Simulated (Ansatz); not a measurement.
CH₆AlNSi (`[SiH3][CH]1[NH][AlH]1`), one more setting.

```yaml
crystal:
  periodic: [false, false, false]
  atoms:
    - {symbol: Si, position_ang: [-1.339047, 0.478535, -0.345996]}
    - {symbol: C, position_ang: [0.044103, -0.699620, 0.018598]}
    - {symbol: N, position_ang: [1.021857, -0.288211, 1.110183]}
    - {symbol: Al, position_ang: [1.863990, -0.215552, -0.385169]}
    - {symbol: H, position_ang: [-2.147139, 0.011836, -1.509092]}
    - {symbol: H, position_ang: [-2.269315, 0.678231, 0.807515]}
    - {symbol: H, position_ang: [-0.772998, 1.821502, -0.677090]}
    - {symbol: H, position_ang: [-0.242844, -1.755675, 0.040507]}
    - {symbol: H, position_ang: [0.704514, -0.167672, 2.055633]}
    - {symbol: H, position_ang: [3.220079, 0.085527, -1.112189]}
basis:
  gaussian: {orbitals: aug-cc-pVTZ}
hamiltonian: {xc: {name: wB97M-V}}
output: {forces: true}
```

```sh
$ ansatz run in.yaml --threads 2 --pin off --events-out ev --progress --plain --max-ram 4352MiB
```

Output, abridged:

```
Functional definition: wB97M-V
1475 factors; their error is unknown
582 factors; integrals over basis functions are off by at most 3.5e-5 eV
mean field evaluation 1: about -17087.4131 eV, gradient 6.5e1 eV
mean field evaluation 2: about -17078.4851 eV, gradient 8.8e1 eV
mean field evaluation 4: about -17097.0076 eV, gradient 4.8e0 eV
mean field evaluation 8: about -17097.0671 eV, gradient 6.1e-2 eV
mean field evaluation 16: about -17097.0828 eV, gradient 1.2e-4 eV
mean field -17097.08275896 eV, -628.3062025727 hartree, gradient 3.7e-5 eV, S^2 0.000000; 0 other end points of the search recorded, 0 dependent functions left out
reference -17097.08284669 eV, -628.3062057971 hartree; 23, 23 occupied and 307, 307 virtual orbitals, 1475 factors
Total energy: -17097.08284669 eV, -628.3062057971 hartree
Atom 0 at    -1.339047     0.478535    -0.345996 Å, force    -0.148406     0.083081    -0.005153 eV/Å
Atom 1 at     0.044103    -0.699620     0.018598 Å, force    -0.116735    -0.196365    -0.191100 eV/Å
Atom 2 at     1.021857    -0.288211     1.110183 Å, force    -0.009024     0.063064     0.381295 eV/Å
Atom 3 at     1.863990    -0.215552    -0.385169 Å, force     0.278925     0.036343    -0.250069 eV/Å
Atom 4 at    -2.147139     0.011836    -1.509092 Å, force     0.065926     0.036840     0.086498 eV/Å
Atom 5 at    -2.269315     0.678231     0.807515 Å, force     0.072052    -0.012896    -0.085855 eV/Å
Atom 6 at    -0.772998     1.821502    -0.677090 Å, force    -0.029138    -0.087125     0.020378 eV/Å
Atom 7 at    -0.242844    -1.755675     0.040507 Å, force     0.028929     0.119971     0.014445 eV/Å
Atom 8 at     0.704514    -0.167672     2.055633 Å, force     0.006805    -0.008956    -0.033547 eV/Å
Atom 9 at     3.220079     0.085527    -1.112189 Å, force    -0.149334    -0.033956     0.063106 eV/Å
Dipole moment:     0.387870    -0.097149    -0.085930 e Å
```

Hardware: 2 threads of an Intel Xeon on a shared host. Wall time 27 s, peak host memory 1.2 GiB.
